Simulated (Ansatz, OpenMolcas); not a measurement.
## Worked example: vertical electron affinity of GaCl2O (SMILES [O][Ga]([Cl])[Cl])

The species is GaCl2O (4 atoms), meant as a doublet with charge 0. As SMILES, `[O][Ga]([Cl])[Cl]`. The shape is that of a PBE0-D4/def2-TZVP optimisation.

```xyz
4

O     0.7463    1.0557    1.3121
Ga    0.0358    0.0169    0.0342
Cl    0.7604   -1.9529   -0.1809
Cl   -1.4868    0.8198   -1.1857
```

Both states at this one shape; open shells run unrestricted unless said. 1 Eh = 27.2114 eV.

```
                                       level     program  doublet GaCl2O (Eh)  singlet GaCl2O− (Eh)
                         UM06-2X/aug-cc-pVDZ  OpenMolcas         -2920.466608          -2920.577802
UB2PLYP/aug-cc-pVDZ, 20 core orbitals frozen      Ansatz         -2919.778687          -2919.899676
  UCCSD/aug-cc-pVDZ, 20 core orbitals frozen      Ansatz         -2917.757973          -2917.864637
```

**Question.** Work out the vertical electron affinity, E(N) − E(N+1), at each level.

**Answer.** 
1. UM06-2X/aug-cc-pVDZ: -2920.466608 − (-2920.577802) = 0.111194 Eh = 3.03 eV.
2. UB2PLYP/aug-cc-pVDZ: -2919.778687 − (-2919.899676) = 0.120989 Eh = 3.29 eV.
3. UCCSD/aug-cc-pVDZ: -2917.757973 − (-2917.864637) = 0.106664 Eh = 2.90 eV.

No measured value is set beside it here; the levels span 2.90 to 3.29 eV. All-electron rows are non-relativistic unless named.
